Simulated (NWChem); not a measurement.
Species: AlH$_{2}$OCl; SMILES [OH][AlH][Cl]

```xyz
5

Al    -0.5357     0.5412     0.0000
H     -2.0723     0.8467     0.0000
Cl     0.1851    -1.4358     0.0000
O      0.5481     1.8400     0.0000
H      1.5058     1.8066     0.0000
```
Atoms are numbered in this order, from 1.

Computed with NWChem. Pople sets run with spherical d functions. Structure relaxed at the PBE0/def2-SVP level. Ions are spin-unrestricted doublets at the neutral geometry. Hybrids' shares of exact exchange are those that their runs print; pure functionals count as 0. The functionals differ in more than this share.

| row | share of exact exchange | ΔSCF ionisation energy minus −ε(HOMO) (eV) |
|---|---|---|
| PBE/6-31G* | 0.00 | 3.36 |
| B3LYP/6-31G* | 0.20 | 2.60 |
| PBE0/6-31G* | 0.25 | withheld |
| M06-2X/6-31G* | 0.54 | 1.44 |

Task: Fit a straight line of the last column on the one before it, predict the withheld value, and compare with the run.

Result: 
1. Means of the 3 shown rows: x = 0.247, y = 2.467. Slope Σ(x − x̄)(y − ȳ)/Σ(x − x̄)² = -0.5277/0.1491 = -3.540; intercept 3.340.
2. The shown rows scatter about the line by 0.023 (root mean square); the largest residual is -0.03, at B3LYP/6-31G*.
3. At x = 0.25 (PBE0/6-31G*; inside the shown range) the line gives 2.46.
4. The run gives 2.38, -0.08 from the line, 3.5 times the scatter. The line crosses zero at a share of 0.94, outside the shown range.
